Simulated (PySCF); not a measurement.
Si(OH) (HOSi), SMILES O[Si] (connectivity only; charge and spin as stated), neutral, multiplicity 2.

Coordinates come from a PBE-D3(BJ)/def2-TZVPD optimisation.

Two levels are set side by side: PBE/def2-TZVPD (PySCF) and M06-2X/def2-TZVPD (PySCF). Same geometry, gas phase. Differences are taken from unrounded values.

```csv
quantity,M06-2X,PBE,PBE minus M06-2X
α-spin orbital gap (eV),4.10,0.60,-3.50
β-spin orbital gap (eV),8.52,4.64,-3.88
dipole moment (D),1.34,1.41,0.07
mean polarisability (bohr³),40.2,42.3,2.1
```

PBE's more diffuse valence density responds more strongly to a field. Differences between two approximate levels are no errors against the true value.

Rough cost on one machine, each run with all the roots and properties that it gave: M06-2X against PBE about 3 times.
